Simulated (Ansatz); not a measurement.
Mulliken charges of `OB(F)[NH][GeH3]` from PBE/def2-TZVPP in Ansatz (PBE0-D4/def2-TZVP geometry).

```
atom   x (Å)   y (Å)   z (Å)  charge (e)
  O1  -1.656  -0.048   0.780      -0.297
  B2  -0.766   0.950   0.501       0.307
  F3  -1.075   2.219   0.827      -0.250
  N4   0.456   0.647  -0.118      -0.282
 Ge5   1.001  -1.046  -0.616       0.203
  H6  -2.455   0.271   1.203       0.199
  H7   1.086   1.409  -0.308       0.153
  H8   0.024  -1.628  -1.648      -0.010
  H9   1.072  -1.956   0.618      -0.009
 H10   2.396  -0.869  -1.236      -0.014
```

By hand: the dipole of these point charges (1 e Å = 4.8032 D).

Σ q r = (0.234, -0.328, -0.156) e Å, of length 0.432 e Å = 2.07 D.

How does the dipole of the full density compare? (Estimate.)

Ansatz gave: (0.056, -0.036, -0.031) e Å, 0.35 D; the point charges give 5.91 times that, at 20° from its direction.

Point charges leave out the atoms' own dipoles, such as those of lone pairs, and Mulliken's split depends on the basis, so the two needn't agree.
